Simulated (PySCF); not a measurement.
PySCF input:

```python
from pyscf import gto, scf, mp, cc as ccmod

mol = gto.M(
    atom='''
    P    -0.00000000   -0.00000000   -0.51471897
    O     0.00000000    0.00000000    0.96509806
    ''',
    basis='cc-pvdz',
    charge=0,
    spin=1,
    symmetry='C2v',
    verbose=4,
)

mf = scf.UHF(mol)
mf.conv_tol = 1e-10
mf.max_cycle = 100
mf.kernel()
mp2 = mp.MP2(mf, frozen=6).run()
cc = ccmod.CCSD(mf, frozen=6)
cc.max_cycle = 100
cc.kernel()
et = cc.ccsd_t()
print(f'E(CCSD(T)) = {cc.e_tot + et:.9f}')
```

**Question.** Predict the final energy.

**Answer.** -415.86999 Eh (CCSD(T)/cc-pVDZ).
